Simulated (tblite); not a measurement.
A tight-binding relaxation on `C[C@@]12CC[S@@+](C1)[GaH2-][C@@H]2F`.

Computed with GFN2-xTB geometry optimisation, gas phase (tblite 0.8.0). Start geometry: from a force field or distance geometry. A driver script takes a list of jobs; this job's settings line and coordinates (Å) are shown.

Command:
```bash
OMP_NUM_THREADS=1 python probes_run.py task.json out
```

Input:
```
{"job": {"kind": "relax", "xc": "GFN2-xTB", "basis": "xTB"}, "charge": 0, "multiplicity": 1}
C     -1.540700    -1.308600     0.572700
C     -0.451200    -0.315500     0.189400
C     -0.831500     0.558900    -0.926500
C     -0.110300     1.873000    -0.884900
S      0.972900     1.713900     0.555600
C     -0.103400     0.536900     1.392700
Ga     2.321700     0.044200    -0.174900
C      0.753000    -1.214800    -0.091300
F      0.568700    -1.874800    -1.304800
H     -1.167400    -1.888300     1.453000
H     -1.644000    -2.010800    -0.293100
H     -2.500700    -0.818100     0.824400
H     -0.766100     0.043200    -1.904600
H     -1.925100     0.797000    -0.820400
H      0.520800     1.983300    -1.790400
H     -0.750100     2.756200    -0.793900
H     -0.945800     1.097100     1.800300
H      0.446300    -0.008900     2.181800
H      2.839700     0.298400    -1.643300
H      3.447400    -0.309800     0.901600
H      0.856800    -1.935300     0.756000
```

Output:
```
step      E/eV     max force
  0    -765.24273    3.029
  1    -765.60459    1.570
  2    -765.75341    0.825
  3    -765.82567    0.608
  4    -765.86519    0.446
  5    -765.88944    0.378
  6    -765.90851    0.318
  7    -765.92738    0.393
  8    -765.94305    0.312
  9    -765.95381    0.225
... (85 lines left out)
 95    -766.08172    0.045
 96    -766.08194    0.042
 97    -766.08214    0.026
 98    -766.08228    0.027
 99    -766.08238    0.025
100    -766.08246    0.022
101    -766.08252    0.016
102    -766.08256    0.013
103    -766.08259    0.012
104    -766.08261    0.010
```

«max force» is the largest atomic force in eV/Å.

Problem. From which step on does the largest force stay under 0.1 eV/Å, and how much energy is left to gain from there?

Solution. From step 75 (0.063 eV/Å), 7.2 meV above the end.

Summary of the converged run: energy lowered by 19.4 kcal/mol over 104 steps; largest atomic force 0.010 eV/Å at the end.

Problem. Where do the atoms end?

Solution. 0.361 Å rms from the input after alignment:
```
atom  x, y, z in Å
C1    -1.5967   -1.3676    0.6846
C2    -0.5071   -0.3939    0.2377
C3    -1.0246    0.5604   -0.8440
C4     0.0191    1.6467   -1.0424
S5     0.8540    1.8728    0.5785
C6    -0.0964    0.5383    1.3794
Ga7    2.4424    0.0599   -0.0774
C8     0.7717   -1.1249   -0.2197
F9     0.7380   -1.3371   -1.6275
H10   -1.2494   -1.9684    1.5226
H11   -1.8507   -2.0336   -0.1369
H12   -2.4958   -0.8349    0.9896
H13   -1.2033    0.0337   -1.7814
H14   -1.9651    0.9996   -0.5037
H15    0.7771    1.3500   -1.7766
H16   -0.4122    2.6019   -1.3350
H17   -0.9534    0.9808    1.8874
H18    0.5510    0.0418    2.1085
H19    3.0327    0.5835   -1.4146
H20    3.3826   -0.0538    1.1669
H21    0.7772   -2.1386    0.2037
```

Problem. How long does this job take on an Arm Neoverse N1 with one thread, shared host with 64 logical CPUs at a one-minute load of 46?

Solution. About 1.6 s.
Labels such as C1 count atoms from 1, the log's own numbers from 0.
